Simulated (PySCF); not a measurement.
Nuclear quadrupole coupling in `O=C1C=C[C@@H]1OC(F)F`

Compound: C5H4F2O2.
Numbering: `[O:1]=[C:2]1[CH:3]=[CH:4][C@@H:5]1[O:6][CH:7]([F:8])[F:9]` (hydrogens: H10 on C3; H11 on C4; H12 on C5; H13 on C7)

Cartesian coordinates in Å at the GFN2-xTB level; atoms count from 1:
```xyz
13
C5H4F2O2 angstrom
O     -1.0229    0.2615   -1.9594
C     -1.1270   -0.0128   -0.8028
C     -2.1624    0.0423    0.2442
C     -1.2859   -0.2450    1.2193
C     -0.1067   -0.4537    0.2978
O      0.9775    0.4299    0.5440
C      1.9521    0.3964   -0.3960
F      2.8052    1.3927   -0.1434
F      2.6741   -0.7556   -0.3119
H     -3.2165    0.2469    0.2211
H     -1.3397   -0.2971    2.2897
H      0.2520   -1.4865    0.2186
H      1.5958    0.4814   -1.4389
```

Field gradients from the B3LYP/pcJ-1 density (PySCF, non-relativistic), principal values in atomic units, ordered |Vxx| ≤ |Vyy| ≤ |Vzz|:

```csv
atom,Vxx,Vyy,Vzz
O1,0.4528,1.3127,-1.7655
O6,-0.0498,-1.8370,1.8867
```

Q: Find the asymmetry η = (Vxx − Vyy)/Vzz and the couplings χ = eQV/h (234.96 MHz × Q in barn × V in au), with Q(17O) = −0.0256 b.

A: 
| atom | environment | nucleus | η | χzz (MHz) | χxx (MHz) | χyy (MHz) |
| --- | --- | --- | --- | --- | --- | --- |
| O1 | ketone oxygen | 17O | 0.49 | 10.62 | -2.72 | -7.90 |
| O6 | ether oxygen | 17O | 0.95 | -11.35 | 0.30 | 11.05 |

At O6 η is above 0.9: Vyy and Vzz are nearly equal in size and opposite in sign, so a small change could swap them and flip the sign of χzz. The tensor is traceless: Vxx + Vyy + Vzz = 0.

Q: What is Vzz at O1 in SI units (1 au = 9.71736 × 10²¹ V/m²)?

A: -1.7655 au = -17.156 × 10²¹ V/m².

Q: And the gradient at the other heavy atoms, for which no coupling is worked out here?

A: 
```tsv
atom	environment	Vzz (au)	η
C2	ketone carbonyl carbon	0.469	0.11
C3	alkene CH carbon	0.339	0.34
C4	alkene CH carbon	0.432	0.43
C5	sp3 carbon bound to oxygen	0.386	0.38
C7	CHF2 carbon	-0.435	0.45
F8	fluorine of a CF2 group	2.890	0.05
F9	fluorine of a CF2 group	2.743	0.09
```

Q: What couplings would deuterons (Q(2H) = 0.00286 b) have in place of the hydrogens, at this geometry?

A: 
| atom | bonded to | bond length (Å) | Vzz (au) | η | χzz (kHz) |
| --- | --- | --- | --- | --- | --- |
| H10 | C3 | 1.074 | 0.3281 | 0.02 | 220 |
| H11 | C4 | 1.073 | 0.3279 | 0.01 | 220 |
| H12 | C5 | 1.096 | 0.2729 | 0.08 | 183 |
| H13 | C7 | 1.105 | 0.2408 | 0.03 | 162 |

Isolated species at its GFN2-xTB geometry (one conformer only). GFN2-xTB bond lengths can be off by several hundredths of an ångström, more for odd bonds, and the gradients follow them. With so small a basis the couplings can be 20 % off.
